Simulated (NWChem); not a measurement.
# C3H7NSi; SMILES C(C[SiH2]N)#C

```xyz
12

C      0.6371    -2.4773     0.2209
C     -0.1411    -1.6104    -0.1054
C     -1.0244    -0.5083    -0.4662
Si    -0.3740     1.1308     0.2588
N      1.2550     1.3323    -0.2987
H      1.2926    -3.2718     0.4946
H     -2.0426    -0.6892    -0.0953
H     -1.0907    -0.4090    -1.5576
H     -1.1724     2.2771    -0.2570
H     -0.5773     1.0658     1.7386
H      1.7146     2.2284    -0.1895
H      1.9054     0.5723    -0.1295
```
Atoms are numbered in this order, from 1.

Computed with NWChem. Pople sets run with spherical d functions. Structure relaxed at the B3LYP/6-31G* (spherical d) level. Absolute isotropic GIAO shieldings of the H sites, static isolated molecule.

```csv
row,"σ, Hartree-Fock/6-31G* (ppm)","σ, B3LYP/6-311G** (ppm)"
H10,27.79,26.83
H9,27.95,27.13
H6,30.60,30.49
H8,31.20,30.08
H7,31.59,30.45
H12,32.15,31.27
H11,32.63,withheld
```

Q: Fit a straight line of the last column on the one before it, predict the withheld value, and compare with the run.

A: 
1. Means of the 6 shown rows: x = 30.213, y = 29.375. Slope Σ(x − x̄)(y − ȳ)/Σ(x − x̄)² = 17.53/17.76 = 0.9865; intercept -0.430.
2. The shown rows scatter about the line by 0.345 (root mean square); the largest residual is +0.73, at H6.
3. At x = 32.63 (H11; beyond the shown range) the line gives 31.76.
4. The run gives 31.80, +0.04 from the line, 0.1 times the scatter.
